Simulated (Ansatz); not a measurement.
Reaction (ligand exchange at a Ge–C bond): `C[CH2][GeH2][SiH3]` + `O[SiH3]` → `[SiH3][O][GeH2][SiH3]` + `CC`

Gas-phase electronic energies from Ansatz, PBE0-D4/def2-TZVP geometries. CCSD(T)/CBS adds triple-zeta CCSD(T) − MP2 to the extrapolated MP2 energy (def2 sets, frozen cores). This one scheme is used for every species. DFT in def2-TZVPP. B3LYP here is the variant with VWN-RPA as its local correlation; programs differ in this. For Ge outer-core shells are correlated without core-valence functions, which leaves a few kJ/mol of doubt a bond. Scalar relativity is left out up to krypton. One conformer a species, not always the lowest.

`C[CH2][GeH2][SiH3]`:

Z-matrix (Å, degrees):
```
C
C 1 1.521
H 1 1.093 2 111.5
H 1 1.093 2 111.7 3 -120.0
H 1 1.094 2 111.4 3 120.0
Ge 2 1.967 1 113.1 3 59.3
H 2 1.093 1 110.9 3 -179.6
H 2 1.093 1 110.8 3 -61.4
Si 6 2.383 2 111.3 1 61.7
H 6 1.543 2 110.0 1 -176.9
H 6 1.544 2 109.1 1 -59.1
H 9 1.489 6 110.0 2 59.8
H 9 1.488 6 110.7 2 -59.6
H 9 1.487 6 111.1 2 179.9
```

`O[SiH3]`:

Z-matrix (Å, degrees):
```
Si
O 1 1.648
H 1 1.489 2 111.7
H 1 1.489 2 111.7 3 120.9
H 1 1.481 2 105.9 3 -119.6
H 2 0.957 1 117.9 3 -60.5
```

`[SiH3][O][GeH2][SiH3]`:

Cartesian coordinates in Å:
```
Si -1.504 -1.072 -1.672
O -0.699 -0.511 -0.366
Ge 0.734 0.535 -0.167
Si 1.050 0.734 2.183
H -0.612 -1.894 -2.539
H -2.633 -1.910 -1.196
H -2.037 0.050 -2.495
H 1.912 -0.147 -0.894
H 0.430 1.878 -0.865
H -0.154 1.349 2.797
H 1.283 -0.610 2.770
H 2.232 1.598 2.444
```

`CC`:

```xyz
8

C    -0.448   -0.302   -0.534
C     0.448    0.302    0.534
H    -0.267    0.153   -1.511
H    -0.277   -1.377   -0.636
H    -1.504   -0.159   -0.296
H     0.267   -0.153    1.511
H     0.277    1.377    0.636
H     1.504    0.159    0.296
```

Task: Is it downhill or uphill in electronic energy at CCSD(T)/CBS, and by how much? (Best estimate.)

Result: Computed: Downhill: ΔE = -0.52 eV.

Task: What do these levels give: ωB97M-V, PBE, B3LYP, MP2/def2-TZVPP, CCSD/def2-TZVPP, MP2/CBS(def2)? (Best estimate.)

Result: Ansatz gave: ωB97M-V -0.55, PBE -0.50, B3LYP -0.64, MP2/def2-TZVPP -0.53, CCSD/def2-TZVPP -0.57, MP2/CBS(def2) -0.50 eV.

Largest T1 diagnostic among the species: 0.012.

In def2-TZVPP, CCSD(T) changes the Hartree–Fock value by +0.26 eV (the triples alone add +0.02 eV) and MP2 by +0.28 eV.
